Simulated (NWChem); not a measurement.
Molecule: CH$_{6}$ClNOSi; SMILES C[Si@](N)(O)Cl

```xyz
11

C      1.7020     1.0178     0.1744
Si    -0.0266     0.3463     0.0655
N     -0.8436     1.0816    -1.2562
O     -0.9326     0.5641     1.4381
Cl     0.1184    -1.7232    -0.0838
H      2.2844     0.7642    -0.7250
H      2.2196     0.5818     1.0419
H      1.6966     2.1131     0.2879
H     -1.7759     0.7633    -1.5015
H     -0.3173     1.3056    -2.0942
H     -1.3704     1.4193     1.4892
```
Atoms are numbered in this order, from 1.

Level: PBE0/def2-SVP (NWChem), optimised geometry, unscaled harmonic frequencies. 

**Question.** List the harmonic frequencies with IR intensities, and the thermochemistry.

**Answer.** 
```json
[
 {"frequency (cm⁻¹)": "139", "IR intensity (km/mol)": "9.8"},
 {"frequency (cm⁻¹)": "165", "IR intensity (km/mol)": "26.9"},
 {"frequency (cm⁻¹)": "175", "IR intensity (km/mol)": "20.5"},
 {"frequency (cm⁻¹)": "199", "IR intensity (km/mol)": "7.0"},
 {"frequency (cm⁻¹)": "256", "IR intensity (km/mol)": "11.5"},
 {"frequency (cm⁻¹)": "263", "IR intensity (km/mol)": "11.7"},
 {"frequency (cm⁻¹)": "293", "IR intensity (km/mol)": "3.7"},
 {"frequency (cm⁻¹)": "355", "IR intensity (km/mol)": "81.2"},
 {"frequency (cm⁻¹)": "479", "IR intensity (km/mol)": "126.8"},
 {"frequency (cm⁻¹)": "519", "IR intensity (km/mol)": "160.5"},
 {"frequency (cm⁻¹)": "695", "IR intensity (km/mol)": "41.0"},
 {"frequency (cm⁻¹)": "744", "IR intensity (km/mol)": "9.2"},
 {"frequency (cm⁻¹)": "780", "IR intensity (km/mol)": "73.4"},
 {"frequency (cm⁻¹)": "812", "IR intensity (km/mol)": "90.4"},
 {"frequency (cm⁻¹)": "857", "IR intensity (km/mol)": "122.1"},
 {"frequency (cm⁻¹)": "905", "IR intensity (km/mol)": "196.5"},
 {"frequency (cm⁻¹)": "957", "IR intensity (km/mol)": "161.1"},
 {"frequency (cm⁻¹)": "1274", "IR intensity (km/mol)": "44.7"},
 {"frequency (cm⁻¹)": "1425", "IR intensity (km/mol)": "5.1"},
 {"frequency (cm⁻¹)": "1427", "IR intensity (km/mol)": "4.3"},
 {"frequency (cm⁻¹)": "1547", "IR intensity (km/mol)": "62.2"},
 {"frequency (cm⁻¹)": "3063", "IR intensity (km/mol)": "0.8"},
 {"frequency (cm⁻¹)": "3167", "IR intensity (km/mol)": "2.5"},
 {"frequency (cm⁻¹)": "3176", "IR intensity (km/mol)": "0.9"},
 {"frequency (cm⁻¹)": "3602", "IR intensity (km/mol)": "33.7"},
 {"frequency (cm⁻¹)": "3699", "IR intensity (km/mol)": "35.3"},
 {"frequency (cm⁻¹)": "3927", "IR intensity (km/mol)": "99.1"}
]
```

```
Property                                                                            Value
-----------------------------------------------------------------------  ----------------
zero-point energy                                                           49.9 kcal/mol
thermal correction to the enthalpy at 298.15 K (with zero-point energy)     55.5 kcal/mol
heat capacity Cv                                                         27.5 cal/(mol K)
entropy at 298.15 K and 1 atm (symmetry number 1)                        85.8 cal/(mol K)
dipole moment                                                                      3.30 D
```

Rigid rotor and harmonic oscillator.
